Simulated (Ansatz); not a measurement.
`BO[SiH](C)F` → `[BH2]`• + `C[SiH]([O])F`•  (homolysis of the B–O bond)

Isolated molecules relaxed with PBE0-D4/def2-TZVP in Ansatz; ΔE leaves out vibrations. CBS: MP2 limit from def2 TZ/QZ plus the TZ coupled-cluster correction, frozen cores. This one scheme is used for every species. DFT in def2-TZVPP. B3LYP here is the variant with VWN-RPA as its local correlation; programs differ in this. No spin–orbit coupling; open shells (•) take unrestricted orbitals. Each species was taken in one conformer, which may not be the lowest.

| level | ΔE (kJ/mol) |
| --- | --- |
| ωB97M-V | 660.7 |
| B2PLYP | 648.0 |
| PBE | 631.1 |
| PBE0 | 635.1 |
| B3LYP | 628.3 |
| HF/def2-TZVPP | 507.4 |
| CCSD(T)/def2-TZVPP | 650.5 |
| MP2/CBS(def2) | 700.0 |

(1) What does CCSD(T)/CBS give? (Estimate.)

Largest T1 diagnostic among the species: 0.017.

Answers

(1) The calculation gave: +664.9 kJ/mol. The listed levels differ from it by -4.2, -16.9, -33.8, -29.8, -36.6, -157.5, -14.4, 35.1 kJ/mol.

In def2-TZVPP, CCSD(T) changes the Hartree–Fock value by +143.1 kJ/mol (the triples alone add +10.9 kJ/mol) and MP2 by +178.2 kJ/mol; breaking electron pairs costs correlation energy, which Hartree–Fock lacks. The D4 term adds +9.0 kJ/mol with B3LYP and +5.0 kJ/mol with PBE0; it sums over pairs of atoms, weighted by their polarisabilities, and B3LYP, whose exchange is more repulsive, gets the larger term.
